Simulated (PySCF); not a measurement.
**Radial density of Pd (palladium, neutral)**

wB97X-V, [Kr] 4d10, closed-shell 1S. Computed with PySCF 2.14 in x2c-TZVPPall (8s6p6d2f1g, 79 functions), with the spin-free X2C one-electron Hamiltonian (Gaussian nucleus).

```tsv
r (bohr)	4πr²ρ (e/bohr)
0.0328	53.70
0.0551	53.17
0.0927	73.58
0.156	54.61
0.262	56.64
0.441	36.31
0.742	15.92
1.25	12.79
2.10	3.018
3.53	0.3962
5.94	0.01628
9.99	4.630e-05
```

Densities and radii are taken from the X2C orbitals without a picture-change correction, which distorts them close to the nucleus.
